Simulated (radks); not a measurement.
Problem. Tl4+, 77 electrons, occupied as [Kr] 4d10 4f14 5s1.75 5p6 5d9 5f0.25 (fractional occupations, a model configuration). All-electron calculation, scalar-relativistic Kohn-Sham, SOGGA, spin-polarised, spherical densities, finite nucleus; open shells are filled with parallel spins first (spin-orbit coupling, left out, can overturn this in heavy ions); Fermi nuclear charge, rms radius 5.4759 fm. Program: a radial shooting solver on a logarithmic mesh with Libxc functionals. Some entries of the table are withheld. Estimate them.

| orbital | occ. | eigenvalue (eV) | <1/r> (bohr^-1) |
|---|---|---|---|
| 1s up | 1 | -85601.04 | 99.35 |
| 1s down | 1 | -85600.99 | 99.35 |
| 2s up | 1 | -15283.68 | 23.33 |
| 2s down | 1 | -15283.54 | 23.33 |
| 2p up | 3 | -13159.36 | 20.59 |
| 2p down | 3 | -13159.24 | 20.59 |
| 3s up | 1 | -3685.703 | 8.647 |
| 3s down | 1 | -3685.620 | 8.647 |
| 3p up | 3 | -3073.940 | 7.848 |
| 3p down | 3 | -3073.852 | 7.848 |
| 3d up | 5 | -2438.351 | 7.373 |
| 3d down | 5 | -2438.237 | 7.373 |
| 4s up | 1 | -860.7288 | 3.719 |
| 4s down | 1 | -860.5665 | 3.719 |
| 4p up | 3 | -660.0567 | 3.349 |
| 4p down | 3 | -659.8916 | 3.349 |
| 4d up | 5 | -424.4054 | 3.008 |
| 4d down | 5 | -424.2089 | 3.009 |
| 5s up | 1 | -179.7582 | 1.558 |
| 5s down | 0.75 | -178.8703 | 1.559 |
| 4f up | 7 | -163.5456 | (1) |
| 4f down | 7 | -163.2926 | (2) |
| 5p up | 3 | -124.4323 | 1.336 |
| 5p down | 3 | -123.4604 | 1.337 |
| 5d up | 5 | -61.7023 | 1.013 |
| 5d down | 4 | -60.7177 | 1.012 |
| 5f up | 0.25 | -19.1798 | 0.4225 |

Solution. 
(1) 4f up <1/r> (bohr^-1): 2.607
(2) 4f down <1/r> (bohr^-1): 2.608
